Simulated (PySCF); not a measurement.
# Trend along group 13: MCa molecules

HF with double-zeta basis sets in PySCF, for the lowest determinant that a PBE0 search found; no spin–orbit coupling. De refers to high-spin ground-configuration atoms. A positive dipole means M(−)Ca(+).

```
 M       basis  reference  state (unpaired electrons)  Re (Å)  ωe (cm⁻¹)  De (eV)  μ (D)
Al  x2c-SVPall       ROHF               doublet (π ↑)   4.102       37.1     0.02   1.25
Ga  x2c-SVPall       ROHF               doublet (π ↑)   4.103       26.8     0.02   1.11
In    def2-SVP       ROHF               doublet (π ↑)   4.123       30.5     0.03   1.54
Tl    def2-SVP       ROHF               doublet (π ↑)   4.166       27.3     0.03   1.30
```

The shortest bond is that of CaAl (4.102 Å), the longest that of CaTl (4.166 Å).

The rows differ in basis set, which adds steps of its own.

Down a group the atoms grow and get heavier, so bonds lengthen and wavenumbers fall; the exceptions here are the higher wavenumber at In.

These are scalar-relativistic numbers at best; spin–orbit coupling would shift them, the dissociation energy most. UHF is strongly spin-contaminated for CaAl, CaGa, CaIn, CaTl, so the ROHF reference used there is far from stable. Hartree–Fock leaves out correlation, which carries a large part of most bond energies and some tenths to 1 eV of ionisation energies. States were picked by a PBE0 search and need not be the measured ground states.
